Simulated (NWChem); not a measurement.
System: C₃H₆NO, doublet; SMILES N(C)(C)[C]=O

Output (shortened):

```
             Northwest Computational Chemistry Package (NWChem) 7.3.0
             --------------------------------------------------------

 C1  symmetry detected

                             Geometry "geometry" -> ""
                             -------------------------

 Output coordinates in angstroms (scale by  1.889725989 to convert to a.u.)

  No.       Tag          Charge          X              Y              Z
 ---- ---------------- ---------- -------------- -------------- --------------
    1 C                    6.0000     0.90003182    -1.47768560     0.00005061
    2 N                    7.0000     0.06213667    -0.30149248     0.00018451
    3 C                    6.0000    -1.37650727    -0.55568772    -0.00006192
    4 C                    6.0000     0.58131808     0.90371957    -0.00000963
    5 O                    8.0000     0.09935132     2.01024671    -0.00009042
    6 H                    1.0000     1.94531667    -1.17759134     0.00073946
    7 H                    1.0000     0.70108948    -2.08536356     0.88657923
    8 H                    1.0000     0.70203495    -2.08462042    -0.88766573
    9 H                    1.0000    -1.89578141     0.39955600     0.00269708
   10 H                    1.0000    -1.65526714    -1.12241969    -0.89160677
   11 H                    1.0000    -1.65621555    -1.12316477     0.88881418

 Effective nuclear repulsion energy (a.u.)     172.1137297647

                                Z-matrix (autoz)
                                --------

 Units are Angstrom for bonds and degrees for angles

      Type          Name      I     J     K     L     M      Value
      ----------- --------  ----- ----- ----- ----- ----- ----------
    1 Stretch                  1     2                       1.44413
    2 Stretch                  1     6                       1.08751
    3 Stretch                  1     7                       1.09306
    4 Stretch                  1     8                       1.09344
    5 Stretch                  2     3                       1.46093
    6 Stretch                  2     4                       1.31228
    7 Stretch                  3     9                       1.08726
    8 Stretch                  3    10                       1.09259
    9 Stretch                  3    11                       1.09104
   10 Stretch                  4     5                       1.20694
   11 Bend                     1     2     3               115.44505
   12 Bend                     1     2     4               121.22931
   13 Bend                     2     1     6               109.44684
   14 Bend                     2     1     7               110.31126
   15 Bend                     2     1     8               110.30993
   16 Bend                     2     3     9               108.50837
   17 Bend                     2     3    10               109.97660
   18 Bend                     2     3    11               110.04878
   19 Bend                     2     4     5               133.15823
   20 Bend                     3     2     4               123.32563
   21 Bend                     6     1     7               109.13737
   22 Bend                     6     1     8               109.13103
   23 Bend                     7     1     8               108.47640
   24 Bend                     9     3    10               109.62976
   25 Bend                     9     3    11               109.41821
   26 Bend                    10     3    11               109.24413
   27 Torsion                  1     2     3     9         179.85392
   28 Torsion                  1     2     3    10         -60.23659
   29 Torsion                  1     2     3    11          60.15942
   30 Torsion                  1     2     4     5         179.99134
   31 Torsion                  3     2     1     6        -179.97287
   32 Torsion                  3     2     1     7         -59.87989
   33 Torsion                  3     2     1     8          59.94282
   34 Torsion                  3     2     4     5           0.01983
   35 Torsion                  4     2     1     6           0.05350
   36 Torsion                  4     2     1     7         120.14647
   37 Torsion                  4     2     1     8        -120.03082
   38 Torsion                  4     2     3     9          -0.17306
   39 Torsion                  4     2     3    10         119.73643
   40 Torsion                  4     2     3    11        -119.86756

                           NWChem Geometry Optimization
                           ----------------------------

 maximum gradient threshold         (gmax) =   0.000450
 rms gradient threshold             (grms) =   0.000300
 maximum cartesian step threshold   (xmax) =   0.001800
 rms cartesian step threshold       (xrms) =   0.001200
 fixed trust radius                (trust) =   0.300000
 source of zmatrix                         =   autoz

          -------------------
          Energy Minimization
          -------------------

 Using diagonal initial Hessian
 Scaling for Hessian diagonals: bonds = 1.00  angles = 0.25  torsions = 0.10

          --------
          Step   0

                                 NWChem DFT Module
                                 -----------------

 Summary of "ao basis" -> "ao basis" (spherical)
 ------------------------------------------------------------------------------
       Tag                 Description            Shells   Functions and Types
 ---------------- ------------------------------  ------  ---------------------
 C                          def2-svp                 6       14   3s2p1d
 N                          def2-svp                 6       14   3s2p1d
 O                          def2-svp                 6       14   3s2p1d
 H                          def2-svp                 3        5   2s1p

            General Information
            -------------------
          SCF calculation type: DFT
          Wavefunction type:  spin polarized.
          No. of atoms     :    11
          No. of electrons :    39
           Alpha electrons :    20
            Beta electrons :    19
          Charge           :     0
          Spin multiplicity:     2
          Use of symmetry is: off; symmetry adaption is: off
          Maximum number of iterations: 150
          AO basis - number of functions:   100
                     number of shells:    48
          Convergence on energy requested:  1.00D-06
          Convergence on density requested:  1.00D-05
          Convergence on gradient requested:  5.00D-04

              XC Information
              --------------
                         PBE0 Method XC Functional
                     Hartree-Fock (Exact) Exchange  0.250
          PerdewBurkeErnzerhof Exchange Functional  0.750
            Perdew 1991 LDA Correlation Functional  1.000 local
           PerdewBurkeErnz. Correlation Functional  1.000 non-local

[...]

      ----------------------
      Optimization converged
      ----------------------

  Step       Energy      Delta E   Gmax     Grms     Xrms     Xmax
  ---- ---------------- -------- -------- -------- -------- --------
@    5    -247.39010654  6.3D-07  0.00014  0.00003  0.00015  0.00044
                                     ok       ok       ok       ok

                                Z-matrix (autoz)
                                --------

 Units are Angstrom for bonds and degrees for angles

      Type          Name      I     J     K     L     M      Value     Gradient
      ----------- --------  ----- ----- ----- ----- ----- ---------- ----------
    1 Stretch                  1     2                       1.44155   -0.00002
    2 Stretch                  1     6                       1.09752   -0.00001
    3 Stretch                  1     7                       1.10357   -0.00000
    4 Stretch                  1     8                       1.10358   -0.00000
    5 Stretch                  2     3                       1.45011   -0.00002
    6 Stretch                  2     4                       1.33722   -0.00012
    7 Stretch                  3     9                       1.09722    0.00001
    8 Stretch                  3    10                       1.10301   -0.00001
    9 Stretch                  3    11                       1.10300   -0.00001
   10 Stretch                  4     5                       1.19481    0.00014
   11 Bend                     1     2     3               118.05854    0.00001
   12 Bend                     1     2     4               120.84213   -0.00000
   13 Bend                     2     1     6               109.05199    0.00000
   14 Bend                     2     1     7               111.09154    0.00001
   15 Bend                     2     1     8               111.09692    0.00001
   16 Bend                     2     3     9               108.62588    0.00000
   17 Bend                     2     3    10               110.84621    0.00000
   18 Bend                     2     3    11               110.83680    0.00000
   19 Bend                     2     4     5               130.39294   -0.00002
   20 Bend                     3     2     4               121.09933   -0.00000
   21 Bend                     6     1     7               108.73251   -0.00000
   22 Bend                     6     1     8               108.73082   -0.00000
   23 Bend                     7     1     8               108.07608   -0.00002
   24 Bend                     9     3    10               109.07589   -0.00000
   25 Bend                     9     3    11               109.07212   -0.00001
   26 Bend                    10     3    11               108.35016   -0.00000
   27 Torsion                  1     2     3     9         179.93035   -0.00000
   28 Torsion                  1     2     3    10         -60.24269   -0.00000
   29 Torsion                  1     2     3    11          60.11373    0.00000
   30 Torsion                  1     2     4     5         179.98815    0.00000
   31 Torsion                  3     2     1     6        -179.97529    0.00000
   32 Torsion                  3     2     1     7         -60.15006    0.00001
   33 Torsion                  3     2     1     8          60.19825   -0.00000
   34 Torsion                  3     2     4     5           0.01799    0.00000
   35 Torsion                  4     2     1     6           0.05366    0.00000
   36 Torsion                  4     2     1     7         119.87889    0.00001
   37 Torsion                  4     2     1     8        -119.77280   -0.00000
   38 Torsion                  4     2     3     9          -0.09869   -0.00000
   39 Torsion                  4     2     3    10         119.72827   -0.00000
   40 Torsion                  4     2     3    11        -119.91530    0.00000

                         Geometry "geometry" -> "geometry"
                         ---------------------------------

 Output coordinates in angstroms (scale by  1.889725989 to convert to a.u.)

  No.       Tag          Charge          X              Y              Z
 ---- ---------------- ---------- -------------- -------------- --------------
    1 C                    6.0000     0.91399180    -1.48881295    -0.00000697
    2 N                    7.0000     0.06052692    -0.32705810     0.00020024
    3 C                    6.0000    -1.37460060    -0.53498150    -0.00011546
    4 C                    6.0000     0.57991655     0.90517267     0.00008971
    5 O                    8.0000     0.04210752     1.97209856     0.00003475
    6 H                    1.0000     1.96214304    -1.16334787     0.00072429
    7 H                    1.0000     0.73594261    -2.11254729     0.89280663
    8 H                    1.0000     0.73693198    -2.11162585    -0.89367189
    9 H                    1.0000    -1.87050434     0.44378276     0.00136221
   10 H                    1.0000    -1.68954866    -1.09731958    -0.89522526
   11 H                    1.0000    -1.68939920    -1.09986416     0.89343236

 Effective nuclear repulsion energy (a.u.)     172.1701354758

                Final and change from initial internal coordinates
                --------------------------------------------------

                                Z-matrix (autoz)
                                --------

 Units are Angstrom for bonds and degrees for angles

      Type          Name      I     J     K     L     M      Value       Change
      ----------- --------  ----- ----- ----- ----- ----- ---------- ----------
    1 Stretch                  1     2                       1.44155   -0.00257
    2 Stretch                  1     6                       1.09752    0.01001
    3 Stretch                  1     7                       1.10357    0.01051
    4 Stretch                  1     8                       1.10358    0.01014
    5 Stretch                  2     3                       1.45011   -0.01082
    6 Stretch                  2     4                       1.33722    0.02494
    7 Stretch                  3     9                       1.09722    0.00996
    8 Stretch                  3    10                       1.10301    0.01043
    9 Stretch                  3    11                       1.10300    0.01196
   10 Stretch                  4     5                       1.19481   -0.01213
   11 Bend                     1     2     3               118.05854    2.61349
   12 Bend                     1     2     4               120.84213   -0.38719
   13 Bend                     2     1     6               109.05199   -0.39485
   14 Bend                     2     1     7               111.09154    0.78028
   15 Bend                     2     1     8               111.09692    0.78699
   16 Bend                     2     3     9               108.62588    0.11751
   17 Bend                     2     3    10               110.84621    0.86961
   18 Bend                     2     3    11               110.83680    0.78802
   19 Bend                     2     4     5               130.39294   -2.76528
   20 Bend                     3     2     4               121.09933   -2.22630
   21 Bend                     6     1     7               108.73251   -0.40486
   22 Bend                     6     1     8               108.73082   -0.40021
   23 Bend                     7     1     8               108.07608   -0.40032
   24 Bend                     9     3    10               109.07589   -0.55387
   25 Bend                     9     3    11               109.07212   -0.34609
   26 Bend                    10     3    11               108.35016   -0.89397
   27 Torsion                  1     2     3     9         179.93035    0.07643
   28 Torsion                  1     2     3    10         -60.24269   -0.00610
   29 Torsion                  1     2     3    11          60.11373   -0.04568
   30 Torsion                  1     2     4     5         179.98815   -0.00319
   31 Torsion                  3     2     1     6        -179.97529   -0.00243
   32 Torsion                  3     2     1     7         -60.15006   -0.27017
   33 Torsion                  3     2     1     8          60.19825    0.25543
   34 Torsion                  3     2     4     5           0.01799   -0.00184
   35 Torsion                  4     2     1     6           0.05366    0.00017
   36 Torsion                  4     2     1     7         119.87889   -0.26758
   37 Torsion                  4     2     1     8        -119.77280    0.25802
   38 Torsion                  4     2     3     9          -0.09869    0.07437
   39 Torsion                  4     2     3    10         119.72827   -0.00815
   40 Torsion                  4     2     3    11        -119.91530   -0.04774

[...]
```

Level: PBE0/def2-SVP, spin-unrestricted. No frequency run checked for a minimum.

Q: Write an input that gives this output.

A: This is not unique; one that fits is the input that was run:
```
start job
memory heap 200 mb stack 900 mb global 1100 mb
geometry units angstroms
  C      1.635558    -0.741578     0.157817
  N      0.268019    -0.298975     0.018396
  C     -0.722163    -1.361050    -0.142377
  C     -0.039551     0.976613     0.037407
  O     -1.082923     1.575767    -0.057901
  H      2.286027     0.122557     0.271123
  H      1.738491    -1.385096     1.035355
  H      1.943005    -1.308185    -0.725385
  H     -1.705134    -0.905509    -0.233997
  H     -0.502394    -1.943465    -1.040285
  H     -0.707620    -2.020643     0.726584
end
basis spherical
  * library def2-svp
end
dft
  odft
  mult 2
  xc pbe0
  iterations 150
end
driver
  maxiter 120
end
task dft optimize
```
